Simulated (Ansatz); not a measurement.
The same hydrolysis along the group B, Al, Ga.

Gas-phase electronic energies from Ansatz, PBE0-D4/def2-TZVP geometries. CCSD(T)/CBS is the MP2 limit (def2-TZVPP, def2-QZVPP) plus CCSD(T) − MP2 in def2-TZVPP, frozen cores. This one scheme is used for every species. DFT in def2-TZVPP. For Ga outer-core shells are correlated without core-valence functions, which leaves a few kJ/mol of doubt a bond. Scalar relativity is left out up to krypton. One conformer a species, not always the lowest.

```json
{"reaction": "`NB(N)O` + H₂O → `NB(O)O` + NH₃", "CCSD/CBS(def2) (kJ/mol)": "-35", "MP2/CBS(def2) (kJ/mol)": "-33", "ωB97X-V (kJ/mol)": "-38"}
{"reaction": "`[NH2][Al]([NH2])[OH]` + H₂O → `[NH2][Al]([OH])[OH]` + NH₃", "CCSD/CBS(def2) (kJ/mol)": "-50", "MP2/CBS(def2) (kJ/mol)": "-50", "ωB97X-V (kJ/mol)": "-52"}
{"reaction": "`[NH2][Ga]([NH2])[OH]` + H₂O → `[NH2][Ga]([OH])[OH]` + NH₃", "CCSD/CBS(def2) (kJ/mol)": "-20", "MP2/CBS(def2) (kJ/mol)": "-20", "ωB97X-V (kJ/mol)": "-26"}
```

(1) Give the CCSD(T)/CBS values in the same order. (An estimate is asked.)

Largest T1 diagnostic: 0.013, for `[NH2][Ga]([OH])[OH]`.

## Answers

(1) Ansatz gave: -35, -49, -20 kJ/mol.
